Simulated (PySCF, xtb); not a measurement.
Ge(H)2(SH)2 (GeH4S2), SMILES [SH][GeH2][SH].

GFN2-xTB (xtb 6.7.1) at its own geometry gives an orbital gap of 4.47 eV and a dipole moment of 0.28 D.

Geometry optimised at B3LYP-D3(BJ)/def2-SVP. The values are those of a single conformer.

### Question
What does PBE/def2-TZVPD run with PySCF give? (Estimate from the structure and the level; the computed values follow.)

### Answer
gap 4.46 eV (levels -6.19 and -1.73 eV), dipole 0.36 D.
